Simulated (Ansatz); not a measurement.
Reaction (redistribution): `CO[SiH](N)O[SiH3]` + `OCB[SiH3]` → `CO[SiH](N)[SiH3]` + `OCBO[SiH3]`

Program: Ansatz. Geometries: PBE0-D4/def2-TZVP. ΔE: electronic, gas phase. CBS: MP2 limit from def2 TZ/QZ plus the TZ coupled-cluster correction, frozen cores. Functionals use def2-TZVPP. B3LYP here is the variant with VWN-RPA as its local correlation; programs differ in this. Each species was taken in one conformer, which may not be the lowest.

`CO[SiH](N)O[SiH3]`:

Z-matrix (Å, degrees):
```
C
O 1 1.411
H 1 1.095 2 110.8
H 1 1.095 2 111.6 3 -121.2
H 1 1.092 2 108.4 3 118.9
Si 2 1.632 1 124.5 3 82.2
O 6 1.634 2 112.8 1 -65.0
N 6 1.702 2 111.2 1 51.6
H 6 1.478 2 103.1 1 176.8
Si 7 1.634 6 142.9 2 -45.0
H 8 1.006 6 120.2 2 -143.4
H 8 1.006 6 122.0 2 65.1
H 10 1.487 7 110.3 6 68.2
H 10 1.484 7 108.2 6 -172.3
H 10 1.487 7 110.8 6 -52.5
```

`OCB[SiH3]`:

Z-matrix (Å, degrees):
```
C
B 1 1.547
O 1 1.411 2 114.8
H 1 1.107 2 106.8 3 -124.9
H 1 1.108 2 106.8 3 124.9
Si 2 2.017 1 120.7 3 -179.9
H 2 1.197 1 120.1 3 0.0
H 3 0.960 1 108.9 2 -179.9
H 6 1.491 2 109.9 1 -121.8
H 6 1.491 2 113.8 1 -0.7
H 6 1.491 2 109.7 1 120.2
```

`CO[SiH](N)[SiH3]`:

```xyz
14

C     1.974   -0.489   -0.407
O     0.814   -1.283   -0.423
Si   -0.705   -0.657   -0.274
N    -1.229    0.380   -1.529
Si   -0.886    0.614    1.695
H     2.844   -1.147   -0.449
H     2.010    0.189   -1.267
H     2.044    0.111    0.510
H    -1.560   -1.867   -0.287
H    -1.048    1.369   -1.523
H    -1.463    0.043   -2.448
H    -2.301    0.662    2.154
H    -0.053    0.058    2.798
H    -0.441    2.017    1.452
```

`OCBO[SiH3]`:

Cartesian coordinates in Å:
```
O -2.111 1.604 0.935
C -1.631 0.532 0.145
B -0.078 0.364 0.290
O 0.520 -0.622 -0.420
Si 2.097 -1.106 -0.536
H -3.060 1.672 0.818
H -2.104 -0.426 0.421
H -1.861 0.675 -0.924
H 0.577 1.076 1.005
H 2.957 -0.275 0.345
H 2.172 -2.530 -0.131
H 2.522 -0.964 -1.949
```

```tsv
level	ΔE (kcal/mol)
PBE-D4	-5.9
ωB97X-V	-3.3
B2PLYP	-3.4
r2SCAN	-3.0
PBE0	-4.7
B3LYP	-3.9
HF/def2-TZVPP	-0.4
CCSD/def2-TZVPP	-2.4
```

(1) What does CCSD(T)/CBS give? (Best estimate.)

Largest T1 diagnostic among the species: 0.012.

Answers

(1) The calculation gave: -2.7 kcal/mol. The listed levels differ from it by -3.2, -0.6, -0.7, -0.3, -2.0, -1.2, 2.3, 0.3 kcal/mol.

In def2-TZVPP, CCSD(T) changes the Hartree–Fock value by −2.6 kcal/mol (the triples alone add −0.7 kcal/mol) and MP2 by −2.4 kcal/mol. From PBE to PBE0 (25 % exact exchange), in def2-TZVPP and without D4, ΔE moves by +1.4 kcal/mol.
